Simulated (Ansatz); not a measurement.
Ideal-gas functions of CH3ITe, SMILES `[TeH]CI` at 600 K and 1 bar, from an Ansatz frequency run at PBE0-D4/def2-TZVP.

Molar mass 269.54 g/mol, point group C1 (symmetry number 1), electronic degeneracy 1, moments of inertia 24.33, 848.542, 865.032 u Å². Harmonic wavenumbers (cm⁻¹, unscaled): 109, 160, 472, 577, 604, 765, 1066, 1119, 1402, 2160, 3132, 3214.

Use S(trans) = R[1.5 ln M + 2.5 ln T − 1.1517]; rotational temperatures θ = 24.2544 K / I; S(rot) = R[ln(√π/σ · √(T³/θAθBθC)) + 1.5]; for each mode x = 1.438777 ν̃/T, S = R[x/(eˣ − 1) − ln(1 − e⁻ˣ)] and H = RT x/(eˣ − 1); 1 cm⁻¹ = 0.0119627 kJ/mol; R = 8.31446 J/(mol·K).

Task: By hand: the entropy, in J/(mol·K).

Result: Translation 193.2. Rotation: θ = 0.9969, 0.0286, 0.028 K, giving 126.7. Vibration, mode by mode: 19.49, 16.33, 7.71, 6.25, 5.93, 4.35, 2.46, 2.22, 1.30, 0.29, 0.04, 0.03, in all 66.4. Electronic 0.0. Sum 386.3 J/(mol·K).

Task: By hand: H − E and G − E in kJ/mol, counted from the electronic energy.

Result: Zero-point energy ½ × 14780 × 0.0119627 = 88.4; thermal vibration 20.3; translation, rotation and pV give 4 RT = 20.0. H − E = 128.7 kJ/mol, and G − E = 128.7 − 600 × 386.3/1000 = -103.1 kJ/mol.

Vibration gives 17 % of the entropy, 19.5 J/(mol·K) of it from the mode under 150 cm⁻¹: soft modes count most, and the harmonic formula is weakest for them. The sum counts one conformer and one mirror image; others add a mixing term.
